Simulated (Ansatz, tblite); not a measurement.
Spin states of the cluster Ag2Se⁻, each relaxed with r2SCAN-D4/def2-TZVPD in Ansatz. Electronic energies in the gas phase.

In the def2 sets Ag takes a core potential; there is no spin–orbit coupling. The xTB rows come from tblite. Correlated methods freeze 9 core orbitals; core or outer-core shells of Ag, Se are correlated, in sets that lack core-valence functions. The rows differ in basis, and correlated rows in double-zeta sets carry the largest basis error. The structure comes from a short search, and lower isomers may exist.

Doublet geometry (C2v within 0.1 Å):

```xyz
3

Ag   -0.499    0.114    1.442
Ag    1.287   -0.696   -0.451
Se   -0.787    0.582   -0.992
```

Quartet geometry (C2v within 0.1 Å):

```tsv
atom	x (Å)	y (Å)	z (Å)
Ag1	-1.491	0.257	0.601
Ag2	0.867	0.952	-0.996
Se3	0.624	-1.209	0.395
```

⟨S²⟩: doublet 0.76 at PBE0-D4/def2-TZVPD (pure 0.75), quartet 3.76 at PBE0-D4/def2-TZVPD (pure 3.75).

Run but left out: HF/STO-3G (doublet: ⟨S²⟩ 2.08, where a pure state has 0.75).

Only these spin states were relaxed. Higher spins weren't run and may lie lower.

(1) Estimate which spin state lies lowest at each of these levels, and by how much: GFN2-xTB; HF/def2-TZVPD; PBE-D4/def2-TZVPD; r2SCAN-D4/def2-TZVPD; r2SCANh-D4/def2-TZVPD; PBE-QIDH/def2-TZVPD; MP2/def2-TZVPD; CCSD/def2-SVPD.

Answers

(1) 
```tsv
level	quartet − doublet (kcal/mol)	lowest of these	remarks
GFN2-xTB	44.9	doublet	–
HF/def2-TZVPD	9.2	doublet	–
PBE-D4/def2-TZVPD	34.8	doublet	HOMO above zero (doublet), HOMO above zero (quartet)
r2SCAN-D4/def2-TZVPD	31.1	doublet	HOMO above zero (doublet), HOMO above zero (quartet)
r2SCANh-D4/def2-TZVPD	30.6	doublet	HOMO above zero (doublet), HOMO above zero (quartet)
PBE-QIDH/def2-TZVPD	33.6	doublet	–
MP2/def2-TZVPD	37.5	doublet	–
CCSD/def2-SVPD	29.2	doublet	–
```

Change of the quartet − doublet gap on mixing in exact exchange, in kcal/mol: r2SCAN to r2SCANh (10 % exact exchange) -0.5. The xTB methods have no term that favours high spin, so they put low spin too low.
